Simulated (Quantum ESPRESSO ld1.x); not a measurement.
Results of a calculation; reference values are marked as such.
Species: Ce III. Configuration: [Kr] 4d10 4f2 5s1 5p6 6s1 (not the ground configuration).

Code: ld1.x of Quantum ESPRESSO 7.5. Model: Dirac Kohn-Sham, relativistic LDA (MacDonald-Vosko exchange, VWN5 correlation), spin-unpolarised, spherical densities, point nucleus; open shells fill j = l - 1/2 first.

Energy parts (Ry):
part                     energy
total                 -17685.80
kinetic                18916.16
electron-nucleus      -43018.21
Hartree                 6794.54
exchange-correlation    -378.29

Orbitals (lengths in bohr, moments of r in powers of bohr; <r^-3> diverges for s and p1/2):
orbital  occ.  eigenvalue (Ry)   <1/r>  <r^-3>  small-component weight
1s1/2       2       -2940.0671   63.10       -                4.58e-02
2s1/2       2        -471.9671   14.89       -                9.95e-03
2p1/2       2        -446.2155   14.87       -                1.00e-02
2p3/2       4        -413.7261   13.48    7038                9.40e-03
3s1/2       2        -102.2760   5.372       -                3.05e-03
3p1/2       2         -91.2704   5.290       -                2.99e-03
3p3/2       4         -84.8810   4.941    1421                2.83e-03
3d3/2       4         -65.4842   4.812   233.8                2.71e-03
3d5/2       6         -64.1042   4.724   212.7                2.67e-03
4s1/2       2         -21.3578   2.227       -                9.42e-04
4p1/2       2         -17.2642   2.124       -                8.76e-04
4p3/2       4         -15.8909   2.007   306.0                8.20e-04
4d3/2       4          -9.1431   1.787   41.51                6.74e-04
4d5/2       6          -8.9032   1.758   37.37                6.59e-04
4f5/2       2          -1.3948   1.186   4.090                3.28e-04
4f7/2       0          -1.3717   1.175   3.974                3.23e-04
5s1/2       1          -4.0441  0.8754       -                2.10e-04
5p1/2       2          -2.9185  0.7769       -                1.70e-04
5p3/2       4          -2.7132  0.7375   45.54                1.56e-04
5d3/2       0          -1.2343  0.5190   3.558                8.06e-05
5d5/2       0          -1.2140  0.5111   3.190                7.85e-05
5f5/2       0          -0.3746  0.2197  0.1547                1.88e-05
5f7/2       0          -0.3737  0.2195  0.1548                1.89e-05
6s1/2       1          -1.1110  0.3555       -                4.42e-05
6p1/2       0          -0.8456  0.3060       -                3.42e-05
6p3/2       0          -0.8111  0.2955   7.772                3.25e-05
7s1/2       0          -0.4669  0.1874       -                1.68e-05

The highest occupied level is 6s1/2 at -15.116 eV. The configuration is held as typed, so some empty levels lie below it. Summed over all electrons, <r^2> = 53.23 bohr^2, which gives a Langevin (diamagnetic) susceptibility term of -42.2 x 10^-6 cm^3/mol.
